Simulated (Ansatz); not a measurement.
SiH6OF2, singlet: at the start structure of a reaction step.

The input file, in.yaml:

```yaml
crystal:
  periodic: [false, false, false]
  atoms:
    - {symbol: Si, position_ang: [0.633201, 0.746784, -0.292661]}
    - {symbol: H, position_ang: [-0.846901, 0.476918, -0.179528]}
    - {symbol: H, position_ang: [1.253883, -0.445776, -0.914624]}
    - {symbol: H, position_ang: [1.157090, 1.064363, 1.046543]}
    - {symbol: O, position_ang: [0.842783, 2.093234, -1.211605]}
    - {symbol: H, position_ang: [-0.463984, -1.912116, 1.357211]}
    - {symbol: F, position_ang: [0.425730, -1.703226, 1.545434]}
    - {symbol: H, position_ang: [-1.712764, -0.768384, 0.214870]}
    - {symbol: F, position_ang: [-1.996205, -1.579247, 0.591692]}
    - {symbol: H, position_ang: [0.707170, 2.027448, -2.157334]}
basis:
  gaussian: {orbitals: def2-TZVPP}
hamiltonian: {xc: {name: PBE-QIDH}}
```

Run by:

```bash
ansatz run in.yaml --threads 4 --pin off --events-out ev --progress --plain --max-ram 9574MiB
```

Output of Ansatz 0.2.0:

```
Functional definition: PBE-QIDH
  name "PBE-QIDH"
  cite "Brémond, Sancho-García, Pérez-Jiménez & Adamo, J. Chem. Phys. 141, 031101 (2014) doi:10.1063/1.4890314"
  cite "Perdew, Burke & Ernzerhof, Phys. Rev. Lett. 77, 3865 (1996) doi:10.1103/PhysRevLett.77.3865"
  parameter a = 3^(-1/3)
  parameter c = 1/3
  exchange = (1 - a)*pbe_x + a*exact_x
  correlation = (1 - c)*pbe_c + c*(mp2_os + mp2_ss)
1325 factors; integrals over basis functions are off by at most 1.2e-3 eV
mean field evaluation 1: about -15433.6716 eV, gradient 5.3e1 eV
mean field evaluation 2: about -15433.7820 eV, gradient 5.3e1 eV
mean field evaluation 4: about -15438.0657 eV, gradient 2.9e0 eV
mean field evaluation 8: about -15438.0966 eV, gradient 3.3e-1 eV
mean field evaluation 16: about -15438.0968 eV, gradient 6.6e-5 eV
mean field -15438.09677529 eV, -567.3395921739 hartree, gradient 5.1e-6 eV, S^2 0.000000; 0 other end points of the search recorded, 0 dependent functions left out
8 core orbitals not correlated: weight in the atoms' cores, before any rotation towards them, 1.000 or more for the frozen orbitals, at most 0.000 for the correlated occupied ones
reference -15438.09678593 eV, -567.3395925650 hartree; 15, 15 occupied and 196, 196 virtual orbitals, 1325 factors
second order -27.91246730 eV of doubles, -0.00000000 eV of singles
Total energy: -15447.40094169 eV, -567.6815139828 hartree
```

The run took about 2.8 s on 4 CPU threads of an Arm Neoverse V2 (shared host).
